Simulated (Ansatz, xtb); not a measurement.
# Two isomers of C5H7NO2

Structure I: `C=CO/C(C)=N/C=O`, a singlet. Structure II: `C=COC(=C)/N=C\O`, a singlet. Both are isolated molecules in the gas phase, relaxed with B3LYP/def2-SVP; each stands in its lowest conformer found.

I (Å):

```xyz
15

C    -0.3871   -2.8569   -2.5729
C    -0.4370   -2.1016   -1.4775
C    -1.0384   -0.0513   -0.4424
C    -1.7155    1.2493   -0.7626
C    -0.4079    0.3490    1.7916
N    -0.5590   -0.4534    0.6709
O    -1.0164   -0.8514   -1.5289
O    -0.0225    1.4965    1.8064
H    -0.7911   -2.5078   -3.5260
H     0.0675   -3.8472   -2.5242
H    -0.0525   -2.3828   -0.4957
H    -1.1405    1.7661   -1.5471
H    -1.7735    1.9008    0.1148
H    -2.7172    1.0486   -1.1734
H    -0.6286   -0.2085    2.7324
```

II (Å):

```yaml
atoms:
  - { symbol: C, position_ang: [3.7817, -0.4058, 0.7677] }
  - { symbol: C, position_ang: [2.5215, 0.0184, 0.6835] }
  - { symbol: C, position_ang: [0.2842, -0.4969, -0.0364] }
  - { symbol: C, position_ang: [-0.2146, -0.5980, 1.2095] }
  - { symbol: C, position_ang: [-0.1124, -0.4794, -2.3669] }
  - { symbol: N, position_ang: [-0.5175, -0.4591, -1.1549] }
  - { symbol: O, position_ang: [1.6638, -0.4403, -0.2841] }
  - { symbol: O, position_ang: [1.1294, -0.5556, -2.8515] }
  - { symbol: H, position_ang: [4.4529, 0.0381, 1.5042] }
  - { symbol: H, position_ang: [4.1687, -1.1856, 0.1077] }
  - { symbol: H, position_ang: [2.0919, 0.7839, 1.3391] }
  - { symbol: H, position_ang: [0.4226, -0.6940, 2.0878] }
  - { symbol: H, position_ang: [-1.2965, -0.6136, 1.3302] }
  - { symbol: H, position_ang: [-0.8538, -0.4385, -3.1763] }
  - { symbol: H, position_ang: [1.7469, -0.5665, -2.0924] }
```

Question: Estimate E(II) − E(I) at the level CCSD(T)/def2-SVP + ΔMP2/def2-TZVPP.

Answer: Calculated at CCSD(T)/def2-SVP + ΔMP2/def2-TZVPP: E(II) − E(I) = +0.616 eV, so structure I lies lower.

Level by level:

| level | geometry | E(II) − E(I) (eV) | departure from the last row (eV) | job, with rough time for the two |
| --- | --- | --- | --- | --- |
| GFN2-xTB | GFN2-xTB | +0.536 | −0.081 | optimisation, 0.54 s |
| HF/STO-3G | GFN2-xTB | +0.635 | +0.019 | single point, 0.68 s |
| r2SCAN-D4/def2-SVP | GFN2-xTB | +0.621 | +0.005 | single point, 8.4 s |
| B3LYP/def2-SVP | B3LYP/def2-SVP | +0.665 | +0.049 | optimisation, 5 min |
| HF/def2-SVP | B3LYP/def2-SVP | +0.855 | +0.239 | part of the CCSD(T) run |
| MP2/def2-SVP | B3LYP/def2-SVP | +0.740 | +0.124 | part of the CCSD(T) run |
| CCSD(T)/def2-SVP | B3LYP/def2-SVP | +0.720 | +0.104 | single point |
| CCSD(T)/def2-SVP + ΔMP2/def2-TZVPP | B3LYP/def2-SVP | +0.616 |  | single point, 4.2 min |

As drawn, II has 1 C=C, 1 C–O, 1 O–H in place of 1 C–C, 1 C=O, 1 C–H.

The levels shown agree on the order. The largest departure from CCSD(T)/def2-SVP + ΔMP2/def2-TZVPP is that of HF/def2-SVP, 0.239 eV. The last row adds to CCSD(T) the change of the MP2 difference between the two basis sets, here −0.104 eV.

With thermal terms from frequencies at re-optimised GFN2-xTB minima (ideal gas, soft modes damped towards free rotors, one conformer each, 298.15 K, 1 atm): the zero-point term adds +0.011 eV; ΔH is +0.605 and ΔG +0.667 eV.

The correlated steps freeze 8 core orbitals. Run with Ansatz 0.2.0, xtb 6.7.1; the last row on 2 threads of Arm Neoverse V1 on a shared host.
